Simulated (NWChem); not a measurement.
System: TiNH$_{3}$O$_{2}$; SMILES [NH2][Ti](=[O])[OH]

The following NWChem deck was run.

```
start job
memory heap 200 mb stack 900 mb global 1100 mb
geometry units angstroms noautosym nocenter noautoz
  Ti    -0.091552    -0.067880     0.297470
  O     -1.678751    -0.080847     0.142571
  O      0.834927    -1.629707     0.362739
  H      0.570512    -2.552604     0.321340
  N      0.683557     1.656691     0.403924
  H      1.675309     1.866142     0.504445
  H      0.171474     2.535406     0.369651
end
basis spherical
  Ti library 6-31g*
  O library 6-31g*
  H library 6-31g*
  N library 6-31g*
end
dft
  xc hfexch
  iterations 150
end
property
  shielding
  efieldgrad
end
task dft property
```

Excerpt of the output:

```
             Northwest Computational Chemistry Package (NWChem) 7.3.0
             --------------------------------------------------------

                             Geometry "geometry" -> ""
                             -------------------------

 Output coordinates in angstroms (scale by  1.889725989 to convert to a.u.)

  No.       Tag          Charge          X              Y              Z
 ---- ---------------- ---------- -------------- -------------- --------------
    1 Ti                  22.0000    -0.09155200    -0.06788000     0.29747000
    2 O                    8.0000    -1.67875100    -0.08084700     0.14257100
    3 O                    8.0000     0.83492700    -1.62970700     0.36273900
    4 H                    1.0000     0.57051200    -2.55260400     0.32134000
    5 N                    7.0000     0.68355700     1.65669100     0.40392400
    6 H                    1.0000     1.67530900     1.86614200     0.50444500
    7 H                    1.0000     0.17147400     2.53540600     0.36965100

 Effective nuclear repulsion energy (a.u.)     215.5550250331

  xc_inp: hfexch multiplicative factor not found.
                              NWChem Property Module
                              ----------------------

  itol2e modified to match energy
  convergence criterion.

                                 NWChem DFT Module
                                 -----------------

 Summary of "ao basis" -> "ao basis" (spherical)
 ------------------------------------------------------------------------------
       Tag                 Description            Shells   Functions and Types
 ---------------- ------------------------------  ------  ---------------------
 Ti                          6-31g*                 12       34   5s4p2d1f
 O                           6-31g*                  6       14   3s2p1d
 H                           6-31g*                  2        2   2s
 N                           6-31g*                  6       14   3s2p1d

  itol2e modified to match energy
  convergence criterion.

            General Information
            -------------------
          SCF calculation type: DFT
          Wavefunction type:  closed shell.
          No. of atoms     :     7
          No. of electrons :    48
           Alpha electrons :    24
            Beta electrons :    24
          Charge           :     0
          Spin multiplicity:     1
          Use of symmetry is: off; symmetry adaption is: off
          Maximum number of iterations: 150
          AO basis - number of functions:    82
                     number of shells:    36
          Convergence on energy requested:  1.00D-07
          Convergence on density requested:  1.00D-05
          Convergence on gradient requested:  5.00D-04

              XC Information
              --------------
                     Hartree-Fock (Exact) Exchange  1.000

      Superposition of Atomic Density Guess
      -------------------------------------

 Sum of atomic energies:       -1053.59834991

      Non-variational initial energy
      ------------------------------

 Total energy =   -1053.951608
 1-e energy   =   -1872.144495
 2-e energy   =     602.637861
 HOMO         =      -0.365907
 LUMO         =      -0.091767

   convergence    iter        energy       DeltaE   RMS-Dens  Diis-err
 ---------------- ----- ----------------- --------- --------- ---------
 d= 0,ls=0.0,diis     1  -1053.9050758856 -1.27D+03  2.55D-02  3.58D+00
 d= 0,ls=0.0,diis     2  -1053.0450784924  8.60D-01  1.56D-02  1.45D+01
 d= 0,ls=0.0,diis     3  -1054.3320494018 -1.29D+00  2.29D-03  9.61D-02
 d= 0,ls=0.0,diis     4  -1054.3408668684 -8.82D-03  7.62D-04  1.74D-02
 d= 0,ls=0.0,diis     5  -1054.3427113935 -1.84D-03  2.78D-04  8.21D-04
  Resetting Diis
 d= 0,ls=0.0,diis     6  -1054.3428782675 -1.67D-04  1.59D-04  1.00D-04
 d= 0,ls=0.0,diis     7  -1054.3429229497 -4.47D-05  6.21D-05  2.22D-05
 d= 0,ls=0.0,diis     8  -1054.3429332932 -1.03D-05  5.28D-05  1.06D-05
 d= 0,ls=0.0,diis     9  -1054.3429390950 -5.80D-06  7.31D-05  5.27D-06
 d= 0,ls=0.0,diis    10  -1054.3429427558 -3.66D-06  8.24D-06  5.75D-07
 d= 0,ls=0.0,diis    11  -1054.3429428908 -1.35D-07  6.38D-06  1.46D-07
 d= 0,ls=0.0,diis    12  -1054.3429429583 -6.76D-08  4.12D-06  2.90D-08

         Total DFT energy =    -1054.342942958341
      One electron energy =    -1874.347627652369
           Coulomb energy =      669.572157448348
    Exchange-Corr. energy =      -65.122497787385
 Nuclear repulsion energy =      215.555025033065

 Numeric. integr. density =        0.000000000000

                       DFT Final Molecular Orbital Analysis
                       ------------------------------------

 Vector   22  Occ=2.000000D+00  E=-4.708205D-01
              MO Center= -1.2D+00, -1.9D-01,  1.9D-01, r^2= 1.5D+00
   Bfn.  Coefficient  Atom+Function         Bfn.  Coefficient  Atom+Function
  ----- ------------  ---------------      ----- ------------  ---------------
    39      0.519536  2 O  pz                43      0.407756  2 O  pz
    21      0.193158  1 Ti d  1              53      0.166198  3 O  pz
    26      0.154981  1 Ti d  1              57      0.136432  3 O  pz
    13      0.113422  1 Ti pz                 9     -0.105083  1 Ti pz
    73     -0.067791  5 N  pz                69     -0.059996  5 N  pz

 Vector   23  Occ=2.000000D+00  E=-4.631973D-01
              MO Center= -1.3D+00,  1.9D-02,  1.8D-01, r^2= 1.6D+00
   Bfn.  Coefficient  Atom+Function         Bfn.  Coefficient  Atom+Function
  ----- ------------  ---------------      ----- ------------  ---------------
    38      0.542775  2 O  py                42      0.419383  2 O  py
     8     -0.186515  1 Ti py                12      0.148538  1 Ti py
    68     -0.148131  5 N  py                72     -0.124976  5 N  py
    18     -0.118665  1 Ti d -2              23     -0.107761  1 Ti d -2
    52     -0.085027  3 O  py                56     -0.076669  3 O  py

 Vector   24  Occ=2.000000D+00  E=-4.034058D-01
              MO Center=  5.9D-01,  1.5D+00,  3.9D-01, r^2= 1.3D+00
   Bfn.  Coefficient  Atom+Function         Bfn.  Coefficient  Atom+Function
  ----- ------------  ---------------      ----- ------------  ---------------
    69      0.524247  5 N  pz                73      0.505796  5 N  pz
    19      0.115242  1 Ti d -1              13      0.108089  1 Ti pz
    24      0.103750  1 Ti d -1               9     -0.086167  1 Ti pz
    39      0.067596  2 O  pz                67     -0.051147  5 N  px
    43      0.049742  2 O  pz                71     -0.049374  5 N  px

 Vector   25  Occ=0.000000D+00  E= 3.764894D-02
              MO Center=  3.5D-01, -1.3D-01,  3.3D-01, r^2= 6.5D+00
   Bfn.  Coefficient  Atom+Function         Bfn.  Coefficient  Atom+Function
  ----- ------------  ---------------      ----- ------------  ---------------
    14      1.160841  1 Ti s                  6      0.275202  1 Ti s
    20      0.264617  1 Ti d  0              25      0.251445  1 Ti d  0
    15      0.220010  1 Ti px                54     -0.158380  3 O  s
    70     -0.143258  5 N  s                 40     -0.136216  2 O  s
    10      0.130776  1 Ti s                 80     -0.096901  6 H  s

 Vector   26  Occ=0.000000D+00  E= 8.015492D-02
              MO Center= -8.4D-02, -9.7D-02,  3.0D-01, r^2= 1.3D+01
   Bfn.  Coefficient  Atom+Function         Bfn.  Coefficient  Atom+Function
  ----- ------------  ---------------      ----- ------------  ---------------
    17      1.166769  1 Ti pz                13     -0.213689  1 Ti pz
    73     -0.151115  5 N  pz                57     -0.127528  3 O  pz
    15     -0.113003  1 Ti px                53     -0.106338  3 O  pz
    69     -0.102303  5 N  pz                21     -0.077135  1 Ti d  1
    43     -0.067271  2 O  pz                26     -0.063289  1 Ti d  1

 Vector   27  Occ=0.000000D+00  E= 8.856316D-02
              MO Center= -2.5D-01, -3.2D-01,  2.8D-01, r^2= 1.5D+01
   Bfn.  Coefficient  Atom+Function         Bfn.  Coefficient  Atom+Function
  ----- ------------  ---------------      ----- ------------  ---------------
    16      1.415423  1 Ti py                12     -0.535661  1 Ti py
    15      0.300018  1 Ti px                72     -0.135179  5 N  py
    11     -0.119457  1 Ti px                56     -0.113248  3 O  py
    54      0.093052  3 O  s                 70     -0.090422  5 N  s
     8     -0.084898  1 Ti py                82     -0.081550  7 H  s

     Multipole analysis of the density
     ---------------------------------

     L   x y z        total         alpha         beta         nuclear
     -   - - -        -----         -----         ----         -------
     0   0 0 0     -0.000000    -24.000000    -24.000000     48.000000

     1   1 0 0      0.961290      1.957033      1.957033     -2.952776
     1   0 1 0      0.038746      1.655886      1.655886     -3.273026
     1   0 0 1      0.091974    -13.758201    -13.758201     27.608375

[...]

          -----------------------------------------
          Chemical Shielding Tensors (GIAO, in ppm)
          -----------------------------------------

                                NWChem CPHF Module
                                ------------------

  scftype          =     RHF
  nclosed          =       24
  nopen            =        0
  variables        =     1392
  # of vectors     =        3
  tolerance        = 0.10D-03
  level shift      = 0.00D+00
  max iterations   =       50
  max subspace     =       30

 SCF residual:    1.1517772358916975E-004

Iterative solution of linear equations
  No. of variables     1392
  No. of equations        3
  Maximum subspace       30
        Iterations       50
       Convergence  1.0D-04

   iter   nsub   residual    time
   ----  ------  --------  ---------
     1      3    3.05D+00      33.0
     2      6    8.04D-01      36.4
     3      9    1.54D-01      40.3
     4     12    4.38D-02      45.3
     5     15    9.65D-03      49.5
     6     18    2.33D-03      52.8
     7     21    5.50D-04      56.1
     8     24    1.37D-04      59.4
     9     27    4.38D-05      62.7

      Atom:    1  Ti
        Diamagnetic
   1609.4985     -0.4074      2.1427
     -0.4074   1605.6605      0.2706
      2.1427      0.2706   1587.7446

        Paramagnetic
  -1002.7675     95.1002    116.8517
     95.1002  -2063.3292     11.4044
    116.8517     11.4044  -2171.6259

        Total Shielding Tensor
    606.7310     94.6928    118.9944
     94.6928   -457.6687     11.6750
    118.9944     11.6750   -583.8814

           isotropic =    -144.9397
          anisotropy =    1157.7532

          Principal Components and Axis System
                 1           2           3
              626.8958   -595.6979   -466.0169

      1         0.9913     -0.0971     -0.0889
      2         0.0876     -0.0176      0.9960
      3         0.0983      0.9951      0.0089

      Atom:    2  O
        Diamagnetic
    418.7778      0.1167      2.6432
      0.1167    391.8095      0.0140
      2.6432      0.0140    391.9330

        Paramagnetic
    -80.9134      9.2566    166.0239
      9.2566  -2987.9178    -19.5140
    166.0239    -19.5140  -1765.9296

        Total Shielding Tensor
    337.8644      9.3733    168.6671
      9.3733  -2596.1082    -19.5000
    168.6671    -19.5000  -1373.9966

           isotropic =   -1210.7468
          anisotropy =   -2078.5837

          Principal Components and Axis System
                 1           2           3
            -2596.4693  -1390.1146    354.3434

      1        -0.0041     -0.0970      0.9953
      2         0.9999     -0.0168      0.0025
      3         0.0165      0.9951      0.0971

      Atom:    3  O
        Diamagnetic
    391.3721     -6.1190      0.6136
     -6.1190    414.5842     -0.0982
      0.6136     -0.0982    384.1764

        Paramagnetic
   -343.8765   -250.3083    -21.4421
   -250.3083   -307.4220    -26.8245
    -21.4421    -26.8245   -169.5591

        Total Shielding Tensor
     47.4956   -256.4273    -20.8284
   -256.4273    107.1622    -26.9227
    -20.8284    -26.9227    214.6172

           isotropic =     123.0917
          anisotropy =     319.0844

          Principal Components and Axis System
                 1           2           3
              335.8146    217.0999   -183.6396

      1        -0.6615     -0.0975      0.7436
      2         0.7481     -0.0164      0.6634
      3        -0.0525      0.9951      0.0837

      Atom:    4  H
        Diamagnetic
     20.2752      4.2650      0.3102
      4.2650     46.9895      0.9048
      0.3102      0.9048     17.8914

        Paramagnetic
      2.2704     -5.8352     -0.7997
     -5.8352    -21.0111     -1.0765
     -0.7997     -1.0765      9.3409

        Total Shielding Tensor
     22.5456     -1.5702     -0.4895
     -1.5702     25.9784     -0.1717
     -0.4895     -0.1717     27.2323

           isotropic =      25.2521
          anisotropy =       3.0463

          Principal Components and Axis System
                 1           2           3
               27.2830     26.5879     21.8855

      1        -0.0988     -0.3594      0.9279
      2        -0.0120      0.9329      0.3600
      3         0.9950     -0.0244      0.0965

      Atom:    5  N
        Diamagnetic
    327.6463      5.4234      1.9065
      5.4234    336.6621      1.0245
      1.9065      1.0245    309.3284

        Paramagnetic
   -368.7162    130.5906    -26.7972
    130.5906   -164.6891     11.0579
    -26.7972     11.0579    -72.9339

        Total Shielding Tensor
    -41.0699    136.0140    -24.8907
    136.0140    171.9731     12.0824
    -24.8907     12.0824    236.3946

           isotropic =     122.4326
          anisotropy =     174.2673

          Principal Components and Axis System
                 1           2           3
              238.6108    238.2102   -109.5233

      1        -0.1104      0.4297      0.8962
      2        -0.0454      0.8986     -0.4364
      3         0.9928      0.0889      0.0797

      Atom:    6  H
        Diamagnetic
     43.0250      7.0452      2.3234
      7.0452     26.5107      0.7949
      2.3234      0.7949     20.7510

        Paramagnetic
    -14.8736     -7.1178     -2.4284
     -7.1178      2.0285     -0.8161
     -2.4284     -0.8161      8.4595

        Total Shielding Tensor
     28.1514     -0.0726     -0.1050
     -0.0726     28.5392     -0.0212
     -0.1050     -0.0212     29.2105

           isotropic =      28.6337
          anisotropy =       0.8812

          Principal Components and Axis System
                 1           2           3
               29.2211     28.5523     28.1276

      1        -0.0963     -0.1789      0.9791
      2        -0.0206      0.9839      0.1777
      3         0.9951      0.0031      0.0984

      Atom:    7  H
        Diamagnetic
     26.6727     -7.4866      0.4994
     -7.4866     42.7592     -0.3267
      0.4994     -0.3267     20.2289

        Paramagnetic
     -0.7299      7.7349     -0.7484
      7.7349    -19.3739      0.2595
     -0.7484      0.2595      8.2953

        Total Shielding Tensor
     25.9428      0.2483     -0.2489
      0.2483     23.3854     -0.0672
     -0.2489     -0.0672     28.5242

           isotropic =      25.9508
          anisotropy =       3.8981

          Principal Components and Axis System
                 1           2           3
               28.5495     25.9417     23.3611

      1        -0.0967      0.9908     -0.0949
      2        -0.0176      0.0937      0.9954
      3         0.9952      0.0979      0.0084
```

Level: Hartree-Fock/6-31G* (spherical d), GIAO. Structure relaxed at the PBE0/def2-SVP level. NWChem prints the field gradient with the sign opposite to the second derivative of the potential. The printed shielding anisotropy is the first printed principal value minus the mean of the other two.
